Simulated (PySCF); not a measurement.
Hf(Me)(H)3 (CH₆Hf), SMILES [CH3][HfH3], multiplicity 1.

The structure is a stationary point at PBE-D3(BJ)/def2-TZVP. The spin state was assumed, not searched. The def2 effective core potentials stand for the cores of Hf; spin–orbit coupling is left out.

The numbers are results of PBE-D3(BJ)/def2-TZVP run with PySCF, not measurements.

Frequencies are harmonic and unscaled.

Modes within 1.5 cm⁻¹ of each other (mostly degenerate sets) share a row, with their intensities summed.

Computed harmonic wavenumbers and intensities:
```tsv
mode	ν (cm⁻¹)	IR (km/mol)	moving atoms (share of kinetic energy)
1	129	0.0	H 100 %
2–3	258	11.6	H 99 %
4	467	2.0	C 49 %, H 48 %
5–6	492	92.9	H 83 %, C 15 %
7	577	244.3	H 76 %, C 19 %
8–9	646	83.2	H 98 %
10	1118	21.2	H 76 %, C 23 %
11–12	1357	19.6	H 94 %
13–14	1645	919.3	H 99 %
15	1689	140.5	H 100 %
16	2919	1.0	H 97 %
17–18	3007	7.0	H 91 %, C 9 %
```
